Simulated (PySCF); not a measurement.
## Structure elucidation problem

An unknown has the formula C$_{3}$H$_{7}$Cl$_{3}$Si$_{2}$. Its calculated NMR data are:

¹H NMR (300 MHz, computed): δ 5.17 (m, 2H), 4.77 (m, 2H), 3.18 (m, 1H), 0.79 (m, 1H), 0.43 (m, 1H).

¹³C{¹H} NMR (computed): δ 125.3, 56.2, -8.5.

PySCF 2.14 calculation with shielding tensors at PBE0/pcSseg-1 (GIAO) and structure optimised with GFN2-xTB; relativity neglected, isolated molecule, single conformer, rapidly exchanging positions averaged.

δ = σ(ref) − σ, references computed at the same level: ¹H (σref 31.72) and ¹³C (σref 186.93) against TMS.

Question: Deduce the structure.

Answer: 
- The formula gives 1 degree of unsaturation (1 ring in the answer).
- 3 carbon signals for 3 carbons: no two carbons are equivalent.
- Carbon types of the structure: 1 × C, 1 × CH, 1 × CH2, leaving 4 H on heteroatoms.
- δC 125.3: fully substituted sp3 carbon bonded to 3 Cl; 3 electronegative neighbours deshield it.
- δC 56.2: sp3 CH bonded to 2 Si.
- δC -8.5: sp3 CH2 bonded to 2 Si; an electropositive neighbour leaves it electron-rich and shielded.
- δH 5.17, 4.77: hydrogen on a silicon bonded to 2 C, in a 4-membered ring.
- δH 3.18: hydrogen on an sp3 CH bonded to 2 Si.
- δH 0.79, 0.43: hydrogen on an sp3 CH2 bonded to 2 Si; an electropositive neighbour shields it, as in TMS itself.

These data were computed for SMILES C(Cl)(Cl)(Cl)C1[SiH2]C[SiH2]1.

This is the structure that produced the data.

Carbons that carry Cl, above all several Cl atoms, come out too deshielded, partly because spin–orbit coupling is missing. Shifts are as computed. Against solution values, carbons near 30 ppm lie about +3 ppm off and those near 130 ppm about +5 ppm; carbons on Cl a further +6 ppm. Of 1211 compounds with measured shifts, 218 miss one by over three times the rms of a fit or turn the order of signals round; such compounds aren't used in these exercises. Multiplicities follow the n + 1 count of equivalent neighbours, as no J values were calculated; m marks all less simple cases, F and P coupling included.
